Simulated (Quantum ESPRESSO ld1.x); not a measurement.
One sound ld1.x (Quantum ESPRESSO 7.5) input for neutral oxygen gives E = -74.5768 hartree in 33 iterations:

```
 &input
    zed=8.0,
    iswitch=1,
    rel=1,
    lsd=1,
    dft='PZ',
    config='[He] 2s2 2p4',
    prefix='ld1',
    max_out_wfc=37,
    file_charge='ld1.rho',
 /
```

Changed or added lines, one case at a time, and what came of them:

- rel=2 relpert=.true. (without lsd): refused. The program stops in ld1_readin with "perturbative SO-splitting for AE calculations with rel=0 only": the perturbative correction needs rel = 0.
- rmax=1000.0: harmless. The energy moves by less than 1e-5 hartree against the default mesh (-74.5768 hartree).
- rel=2: refused. The program stops in ld1_readin with "local spin density and spin-orbit not allowed": spin polarisation goes with rel = 0 or 1 alone.
- tr2=1e-1: inaccurate. The cycle stops early, after 5 iterations, and the energy is off by +0.1057 hartree against the sound run.
- config='[Pd] 2s2 2p4': refused. The program stops in el_config with "wrong core: Pd": the cores known are He, Ne, Ar, Kr, Xe, Hg and Rn.
- config='[He] 2s2 2p4 2p4': refused. The program stops in occ_spin with "wrong occupations": a shell may stand twice only as spin up and down (lsd = 1) or as its two j (rel = 2, l > 0), within their capacities.
- iswitch=0: refused. The program stops in ld1_readin with "wrong iswitch": iswitch takes 1 to 4.
